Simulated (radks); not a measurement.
Results of a calculation; reference values are marked as such.
Neutral sulfur inside a hard spherical wall (all orbitals vanish at R), configuration held at [Ne] 3s2 3p4 and not refilled when levels cross. Level of theory: non-relativistic Kohn-Sham, LDA (Slater exchange, VWN5 correlation), spin-polarised, spherical densities, point nucleus; open shells are filled with parallel spins first (a radial shooting solver on a logarithmic mesh with Libxc functionals). Eigenvalues in eV for spin up, with the zero of energy where the potential of the charges vanishes at infinity; a dash marks a level that is unbound or too diffuse for the functional's potential to be trusted. A positive occupied level is held by the wall or, in an anion where self-interaction has pushed it up, behind a barrier. The pressure on the wall is -dE/dV.

R (bohr) = free: E (hartree) -396.74395; kinetic (hartree) 395.911; e(2s) -209.52; e(2p) -156.54; e(3s) -17.855; e(3p) -7.736; e(4s, empty) -0.387; e(4p, empty) -; pressure (GPa) 0
R (bohr) = 20: E (hartree) -396.74395; kinetic (hartree) 395.911; e(2s) -209.52; e(2p) -156.54; e(3s) -17.855; e(3p) -7.736; e(4s, empty) -0.378; e(4p, empty) 0.438; pressure (GPa) < 0.0001
R (bohr) = 15: E (hartree) -396.74395; kinetic (hartree) 395.911; e(2s) -209.52; e(2p) -156.54; e(3s) -17.855; e(3p) -7.736; e(4s, empty) -0.328; e(4p, empty) 0.718; pressure (GPa) < 0.0001
R (bohr) = 8: E (hartree) -396.74341; kinetic (hartree) 395.917; e(2s) -209.48; e(2p) -156.49; e(3s) -17.817; e(3p) -7.699; e(4s, empty) 0.918; e(4p, empty) 3.282; pressure (GPa) 0.0284
R (bohr) = 6: E (hartree) -396.73401; kinetic (hartree) 395.988; e(2s) -208.99; e(2p) -156.00; e(3s) -17.469; e(3p) -7.341; e(4s, empty) 4.025; e(4p, empty) 7.852; pressure (GPa) 0.955
R (bohr) = 5: E (hartree) -396.69959; kinetic (hartree) 396.200; e(2s) -207.85; e(2p) -154.84; e(3s) -16.692; e(3p) -6.487; e(4s, empty) 8.745; e(4p, empty) 13.906; pressure (GPa) 6.32
R (bohr) = 4: E (hartree) -396.53321; kinetic (hartree) 397.041; e(2s) -204.31; e(2p) -151.27; e(3s) -14.316; e(3p) -3.743; e(4s, empty) 20.783; e(4p, empty) 27.876; pressure (GPa) 49.4
R (bohr) = 3: E (hartree) -395.62858; kinetic (hartree) 400.596; e(2s) -193.49; e(2p) -140.29; e(3s) -6.053; e(3p) 5.916; e(4s, empty) 56.926; e(4p, empty) 66.235; pressure (GPa) 506
R (bohr) = 2.5: E (hartree) -394.00596; kinetic (hartree) 405.849; e(2s) -181.54; e(2p) -128.09; e(3s) 5.554; e(3p) 19.071; e(4s, empty) 102.05; e(4p, empty) 111.62; pressure (GPa) 1910
R (bohr) = 2: E (hartree) -389.49407; kinetic (hartree) 418.383; e(2s) -160.42; e(2p) -106.33; e(3s) 33.847; e(3p) 49.540; e(4s, empty) 199.00; e(4p, empty) 205.26; pressure (GPa) 8720
R (bohr) = 1.5: E (hartree) -374.76151; kinetic (hartree) 453.704; e(2s) -120.31; e(2p) -64.151; e(3s) 119.08; e(3p) 134.54; e(4s, empty) 444.39; e(4p, empty) 431.46; pressure (GPa) 55400
